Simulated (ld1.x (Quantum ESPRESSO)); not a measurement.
**Co (Z = 27): one change to a TM potential, before and after**

Co (Z = 27), norm-conserving Troullier–Martins (Kleinman–Bylander form), made with ld1.x (Quantum ESPRESSO) 7.5 (LDA (PZ), scalar-relativistic). Core [Ar], reference 3d7 4s0 4p0 (charge +2). Waves: 4s (bound, empty): rc 1.95 bohr; 4p (bound, empty): rc 2.20 bohr; 3d (bound): rc 1.00 bohr. Local part: all-electron potential smoothed inside 0.80 bohr (lloc = -1). Core correction: none.

All-electron outer shells of the reference configuration (LDA (PZ), scalar-relativistic, ld1.x):

```
shell  level (eV)  outermost node (bohr)  outermost maximum (bohr)
   3p      -84.69                   0.28                      0.68
   3d      -27.39                      –                      0.66
   4s      -21.11                   0.95                      2.07
   4p      -14.70                   1.03                      2.47
```

Change: local potential all-electron potential smoothed inside 2.00 bohr (lloc = -2).

Cutoffs: the cutoffs (Ry, on a coarse ladder) from which the occupation-weighted sum of valence levels, in a spherical-Bessel basis at the reference potential, stays within 10 and 1 mRy of its value at 400 Ry; they do not see the model core or the augmentation charge, which bear on the density cutoff. Errors are all-electron minus pseudo energies relative to the spin-unpolarised reference configuration.

Q: Predict the effect on cutoff, ghosts and configuration errors.

A: The potential gets neither clearly harder nor softer (200 Ry and 300 Ry → 200 Ry and 300 Ry); the bound ghost in p, s disappears; the number of tests that count goes from 9 to 6; of the 6 tests that both files solve, the error grows in 2 and shrinks in 1 by more than 15 % and 0.3 meV (median size 575.6 → 1007.0 meV); the range in which the p phases agree narrows (upper end 2.9 → 1.5); the range in which the d phases agree narrows (upper end at the end of the scan → -0.4). In the separable form a ghost depends on how the local part lies against the semilocal potential of the channel, so the choice of the local part can create or remove one.

```tsv
quantity	base	changed
cutoff, loose	200 Ry	200 Ry
cutoff, tight	300 Ry	300 Ry
bound ghosts	s, p	none
tests counted (converged, no solver errors)	9 of 9	6 of 9
error for 3d7 4s1 4p0, meV [ΔE -17.08 eV]	+17	+17
error for 3d5 4s0 4p0, meV [ΔE 91.84 eV]	-835	-1567
error for 3d8 4s1 4p0, meV [ΔE -27.62 eV]	+64	-8.1
error for 3d6 4s2 4p0, meV [ΔE -10.92 eV]	-317	-447
error for 3d7 4s0 4p0 (spin-polarised), meV [ΔE -2.07 eV]	+1995	+1953
error for 3d7 4s2 4p0 (spin-polarised), meV [ΔE -28.36 eV]	+2074	+2021
s: phases at 2.39 bohr within 0.05 rad from the reference energy up to (Ry; the scan ends near 5)	1.0	0.8
p: phases at 2.39 bohr within 0.05 rad from the reference energy up to (Ry; the scan ends near 5)	2.9	1.5
d: phases at 2.39 bohr within 0.05 rad from the reference energy up to (Ry; the scan ends near 5)	to the end of the scan	-0.4
```

Base: These tests converged, but a pseudo level misses the all-electron one widely, so the file describes the atom poorly there or has found another state: 3d6 4s0 4p0: empty 4p by 3.7 eV (a node warning on the way); 3d5 4s0 4p0: empty 4s by 7.9 eV (a node warning on the way). Changed file: Tests not counted: 3d7 4s2 4p0 (solver errors, printed error +38 meV); 3d6 4s0 4p0 (solver errors, printed error -314 meV); 3d7 4s1 4p1 (solver errors, printed error +27 meV). A true bound ghost makes a file unfit for plane-wave use even where its test errors are small: the radial tests pick states by their node count and pass the ghost by.
